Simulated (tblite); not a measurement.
C6H11NSi (charge +1 and doublet state).
Cartesian coordinates in Å at the GFN2-xTB level; atoms count from 1:
```xyz
19
C6H11NSi angstrom
C     -3.830    0.705    0.638
N     -3.369   -0.431    0.634
Si    -2.300   -1.716    0.121
C     -0.776   -0.775   -0.337
C      0.231   -0.185   -0.668
C      1.457    0.444   -1.067
C      2.187    1.022    0.157
C      2.837   -0.047    1.014
H     -3.452    1.528    0.024
H     -4.675    0.958    1.282
H     -2.996   -2.318   -1.004
H     -2.092   -2.473    1.349
H      1.219    1.229   -1.791
H      2.099   -0.288   -1.566
H      1.495    1.619    0.754
H      2.965    1.691   -0.225
H      2.084   -0.732    1.405
H      3.347    0.404    1.863
H      3.559   -0.625    0.441
```

Computed geometry: GFN2-xTB, gas phase. This method treats the open shell by occupation alone, without spin polarisation.

Take the most abundant isotopes and a rigid rotor. The values belong to one conformer with, in the numbering `[CH2:1]=[N:2][SiH2:3][C+:4]=[C:5][CH2:6][CH2:7][CH3:8]`, C1–N2–Si3–C4 31°, C5–C6–C7–C8 74°.

Problem. What are A, B and C (MHz)?

Solution. Ia = 157.68, Ib = 791.15, Ic = 835.92 u·Å²; 505379 MHz·u·Å²/I gives A = 3205, B = 638.8, C = 604.6 MHz.

Problem. Classify the top.

Solution. A near-prolate asymmetric top. Ray's parameter κ = (2B − A − C)/(A − C) = -0.974; −1 is the prolate and +1 the oblate limit.

Problem. Is it planar, by Δ = Ic − Ia − Ib?

Solution. Not planar: Δ = Ic − Ia − Ib = -112.91 u·Å². For a rigid frame Δ = −2 Σ m c², so Σ m c² = 56.45 u·Å² lies off the ab plane: 16.85 from hydrogen and 39.60 from heavier atoms. The atom farthest from that plane is 1.99 Å away.

Problem. Give the other two planar moments, Paa and Pbb, and the rms extents of the mass along the axes.

Solution. Paa = Σ m a² = (Ib + Ic − Ia)/2 = 734.69 and Pbb = Σ m b² = (Ia + Ic − Ib)/2 = 101.23 u·Å². With the mass M = 125.07 u, the rms extents √(P/M) along a, b and c are 2.42, 0.90, 0.67 Å.

Problem. List the rotational levels J(Ka,Kc) to J = 2 (cm⁻¹).

Solution. Above 0(0,0):
J = 1: 1(0,1) 0.0415, 1(1,1) 0.1271, 1(1,0) 0.1282
J = 2: 2(0,2) 0.1244, 2(1,2) 0.2089, 2(1,1) 0.2123, 2(2,1) 0.4691, 2(2,0) 0.4691
Those of J = 1 are B + C, A + C and A + B.

Problem. Estimate the classical rotational partition function at 10 K, 50 K and 298.15 K.

Solution. Point group C1, symmetry number σ = 1; q = (√π/σ)·√((kT/h)³/(ABC)), k/h = 20836.6 MHz/K: 4790 at 10 K, 53600 at 50 K, 780000 at 298.15 K.

For this open shell read J as N, the rotation without spin; fine and hyperfine splittings come on top. Its lowest GFN2-xTB frequency is 9 cm⁻¹, too small to tell a flat minimum from a shallow saddle. These are rigid-rotor constants of the computed structure; measured ground-state constants (B0) also hold zero-point vibration.
